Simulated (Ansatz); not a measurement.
Total energies of `O/C=C/B(O)Cl`.

Z-matrix (Å, degrees):
```
C
C 1 1.340
O 1 1.337 2 127.0
H 1 1.085 2 121.9 3 180.0
B 2 1.524 1 120.5 3 -180.0
H 2 1.088 1 119.1 3 -0.0
H 3 0.964 1 109.4 2 -0.0
O 5 1.356 2 121.7 1 -0.0
Cl 5 1.785 2 119.8 1 180.0
H 8 0.960 5 113.2 2 180.0
```

Total charge 0; spin multiplicity 1. The structure was optimised at the PBE0-D4/def2-TZVP level. It is one conformer, not always the lowest. Basis def2-TZVPP, the Gaussian-basis code of Ansatz.

RPA on PBE orbitals: Hartree–Fock energy of these orbitals -712.12559 Eh, correlation -1.70033 Eh (frozen core).

| functional | energy without D4 (Eh) | D4 term (kJ/mol) |
| --- | --- | --- |
| CAM-B3LYP | -714.24011 | -17.1 |
| PBE-QIDH | -713.77147 | – |

Task: Give the same for LDA (SPW92), PBE, revPBE, BLYP, r2SCAN, B97M-V, PBE0, B3LYP, r2SCANh, r2SCAN0, HSE06 (plane-wave form), BHLYP, LC-ωPBE, ωB97X-V, ωB97M-V, B2PLYP. (Best estimate.)

Result: Computed: 
| functional | energy without D4 (Eh) | D4 term (kJ/mol) |
| --- | --- | --- |
| LDA (SPW92) | -710.77830 | – |
| PBE | -713.84522 | -20.2 |
| revPBE | -714.16842 | -65.5 |
| BLYP | -714.26133 | -45.0 |
| r2SCAN | -714.16813 | -5.1 |
| B97M-V | -714.18390 | – |
| PBE0 | -713.89277 | -17.0 |
| B3LYP | -714.35435 | -32.5 |
| r2SCANh | -714.15274 | -5.4 |
| r2SCAN0 | -714.13103 | -5.9 |
| HSE06 (plane-wave form) | -713.87250 | -15.8 |
| BHLYP | -714.19885 | -23.6 |
| LC-ωPBE | -714.03901 | – |
| ωB97X-V | -714.18273 | – |
| ωB97M-V | -714.22501 | – |
| B2PLYP | -714.01344 | – |

B3LYP takes the VWN-RPA correlation (the form of Gaussian; ORCA's B3LYP/G). HSE06 is the plane-wave form, built on full-range PBE exchange. The double hybrids freeze the cores in their second-order part.

LC-ωPBE has ω = 0.4 bohr⁻¹.
